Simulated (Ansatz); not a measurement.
Species: C₂H₆OSi, SMILES `C1OC[SiH2]1` (charge 0, multiplicity 1).

Q: Give a relaxed geometry from B3LYP-D3(BJ)/def2-TZVP (Ansatz, a program for electronic structure).

A: the end point of this relaxation (outside a Z-matrix the atoms follow the SMILES, hydrogens last).
Bonded distances (Å): C1–O2 1.456, C1–Si4 1.898, C1–H5 1.093, C1–H6 1.093, O2–C3 1.456, C3–Si4 1.898, C3–H7 1.093, C3–H8 1.093, Si4–H9 1.483, Si4–H10 1.483. Bond angles (°): O2–C1–Si4 90.5, O2–C1–H5 110.6, O2–C1–H6 110.6, Si4–C1–H5 117.6, Si4–C1–H6 117.6, H5–C1–H6 108.6, C1–O2–C3 104.4, O2–C3–Si4 90.5, O2–C3–H7 110.6, O2–C3–H8 110.6, Si4–C3–H7 117.6, Si4–C3–H8 117.6, H7–C3–H8 108.6, C1–Si4–C3 74.6, C1–Si4–H9 117.7, C1–Si4–H10 117.7, C3–Si4–H9 117.7, C3–Si4–H10 117.7, H9–Si4–H10 108.5.
